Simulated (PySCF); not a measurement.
**NaBe⁺ at PBE0**

Computed with PBE0; Na cc-pVDZ, Be cc-pVDZ; no relativity (PySCF 2.14).

* state: ¹Σ⁺ (singlet), closed shell
* bond length: 2.960 Å
* harmonic wavenumber: 203 cm⁻¹
* force constant: 0.157 mdyn/Å
* rotational constant Be: 0.2972 cm⁻¹
* anharmonicity ωexe: 2.69 cm⁻¹
* vibration–rotation constant αe: 0.00527 cm⁻¹
* well depth De to Na⁺ + Be: 10.3 kcal/mol
* dissociation energy D0: 10.1 kcal/mol
* HOMO–LUMO gap: 4.81 eV
* bond order (Mayer): 0.45
* dipole moment (positive dipole points towards Be; it is taken about the centre of mass and depends on that origin): -0.69 D

Closed-shell solutions of metal pairs were not tested for spin polarisation, which can lower them a little. For an ion De counts to the pair picked by the measured ionisation energies or electron affinities, which need not be the lowest pair at this level.
